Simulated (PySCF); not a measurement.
```xyz
9

C     -1.0870     0.2651    -0.5864
N      0.1855     0.8440    -0.2824
C      1.1185    -0.1216     0.2112
H     -1.0052    -0.5507    -1.3515
H     -1.5489    -0.2265     0.3096
H     -1.7964     1.0275    -0.9674
H      1.2917    -0.9511    -0.5235
H      0.7446    -0.6317     1.1374
H      2.0972     0.3450     0.4435
```

Charge 0, multiplicity 2.

**Question.** Give the Mulliken and meta-Löwdin atomic charges from TPSSh-D3(BJ)/def2-TZVP // PBE-D3(BJ)/def2-SVP run with PySCF.

**Answer.** 
| atom | Mulliken (e) | meta-Löwdin (e) |
|---|---|---|
| C1 | -0.27 | -0.22 |
| N2 | -0.20 | -0.20 |
| C3 | -0.27 | -0.22 |
| H4 | 0.12 | 0.10 |
| H5 | 0.12 | 0.10 |
| H6 | 0.14 | 0.12 |
| H7 | 0.12 | 0.10 |
| H8 | 0.12 | 0.10 |
| H9 | 0.14 | 0.12 |
